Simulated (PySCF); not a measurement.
**Computed properties of 1-ethyl-4-methoxybenzene (C9H12O), SMILES CCc1ccc(OC)cc1**

1-ethyl-4-methoxybenzene (C₉H₁₂O), SMILES c1c(ccc(OC)c1)CC. Coordinates come from a B3LYP-D3(BJ)/def2-SVP optimisation. One conformer was computed; it need not be the lowest. All values are computed for the isolated molecule unless a solvent is named; none is compared with measurement here.

**Structure.** All 60 harmonic modes at B3LYP-D3(BJ)/def2-SVP (PySCF) are real, so it is a minimum. With heavy atoms numbered as in [CH3:1][CH2:2][c:3]1[cH:4][cH:5][c:6]([O:7][CH3:8])[cH:9][cH:10]1, the shortest bond between them is C6–O7 at 1.359 Å and the longest C1–C2 at 1.535 Å.

**Vibrations.** The strongest infrared lines (harmonic, unscaled, degenerate partners summed) lie at 1309 cm⁻¹ (258 km/mol, C 58 %, O 25 %, H 16 %), 1557 cm⁻¹ (147 km/mol, C 68 %, H 29 %), 2993 cm⁻¹ (63 km/mol, H 97 %). The softest mode is at 39 cm⁻¹ and the zero-point energy is 118.6 kcal/mol.

**Electronic structure.** r2SCAN/def2-SVP (PySCF) places the frontier levels at -5.28 and -0.81 eV, a gap of 4.47 eV, and gives a dipole moment of 1.24 D and a mean polarisability of 102.1 bohr³.

**Excitations.** TDDFT-PBE0/def2-SVP (PySCF) has S1 at 5.07 eV (245 nm, f = 0.035, weak); the most intense of the 10 singlets computed lies at 6.89 eV (f = 0.56). T1 (TDA) is at 3.93 eV. No vertical singlet excitation falls in the visible range (under 3.1 eV).

**NMR.** GIAO shifts at KT2/pcSseg-1 (PySCF) (non-relativistic, atoms alike by connectivity averaged): ¹³C from 24.4 to 157.0 ppm against TMS; ¹H from 1.4 to 7.2 ppm against TMS.
